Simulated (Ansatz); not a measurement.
Changing the shape of BeO, singlet

Calculated in Ansatz's Gaussian-basis code. Basis cc-pVDZ, nonrelativistic, 2 orbitals frozen in the corrections; active space CAS(8,5). Restricted Hartree–Fock, then the lowest state-specific CASSCF solution met for each case. Single-reference values can break down or jump between states where bonds are stretched. Unlike active orbitals can shift such differences by tenths of an eV, at times by over 1 eV.

Case A: bond length 2.0077 Å. A bond is stretched, to 1.24 times the sum of the covalent radii.

Case B: bond length 1.3385 Å.

Energy less that of case A, in eV:

```csv
case,RHF/ROHF,CASSCF
B,-3.540,-1.468
```

(1) Give the SC-NEVPT2 energies against case A.

Answers

(1) B: -1.559 eV (-36.0 kcal/mol).
